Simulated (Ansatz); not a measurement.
Calculated with Ansatz (gas phase, PBE0-D4/def2-TZVP geometries, no zero-point term in ΔE). CCSD(T)/CBS adds triple-zeta CCSD(T) − MP2 to the extrapolated MP2 energy (def2 sets, frozen cores). This one scheme is used for every species. Functionals use def2-TZVPP. B3LYP here is the variant with VWN-RPA as its local correlation; programs differ in this. For Br, Ge outer-core shells are correlated without core-valence functions, which leaves a few kJ/mol of doubt a bond. Scalar relativity is left out up to krypton. One conformer a species, not always the lowest.

`O=C=[N][GeH]([F])[Cl]` + HBr → `[F][GeH]([Cl])[Br]` + `N=C=O`  (ligand exchange at a Ge–N bond)

```
          level  ΔE (kJ/mol)
       B3LYP-D4        -32.1
     r2SCANh-D4        -33.8
         revPBE        -40.7
        r2SCAN0        -33.1
   MP2/def2-SVP        -15.0
  CCSD/def2-SVP        -13.8
 MP2/def2-TZVPP        -23.0
CCSD/def2-TZVPP        -21.0
```

Question: What does CCSD(T)/CBS give? (An estimate is asked.)

Answer: Ansatz gave: -27.1 kJ/mol. The listed levels differ from it by -5.0, -6.7, -13.6, -6.0, 12.1, 13.3, 4.1, 6.1 kJ/mol.

Largest T1 diagnostic among the species: 0.018.

From BLYP to BHLYP (50 % exact exchange), in def2-TZVPP and without D4, ΔE moves by +8.5 kJ/mol. Leaving LDA and LC-ωPBE aside and taking each functional with its dispersion term where it has one, the values, not all of them listed here, spread over 12.4 kJ/mol, from PBE-D4 to CAM-B3LYP-D4. LDA lies +4.0 kJ/mol from PBE without D4.
